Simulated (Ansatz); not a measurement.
Mulliken charges of ClH3NSn (`[NH2][SnH][Cl]`) radical from B3LYP/def2-TZVPP in Ansatz (PBE0-D4/def2-TZVP geometry).

```csv
atom,x (Å),y (Å),z (Å),charge (e)
N1,-0.561,0.198,-0.887,-0.476
Sn2,0.076,-0.458,0.930,0.720
Cl3,2.396,-0.597,0.565,-0.402
H4,-0.144,-0.292,-1.670,0.148
H5,-1.565,0.218,-1.019,0.133
H6,-0.161,0.867,2.034,-0.122
```

Problem. By hand: the dipole of these point charges (1 e Å = 4.8032 D).

Solution. Σ q r = (-0.851, -0.304, 0.234) e Å, of length 0.933 e Å = 4.48 D.

Problem. How does the dipole of the full density compare? (Estimate.)

Solution. Ansatz gave: (-0.662, -0.156, -0.086) e Å, 3.29 D; the point charges give 1.36 times that, at 23° from its direction.

Point charges leave out the atoms' own dipoles, such as those of lone pairs, and Mulliken's split depends on the basis, so the two needn't agree.

B3LYP here is the variant with VWN-RPA as its local correlation; programs differ in this.
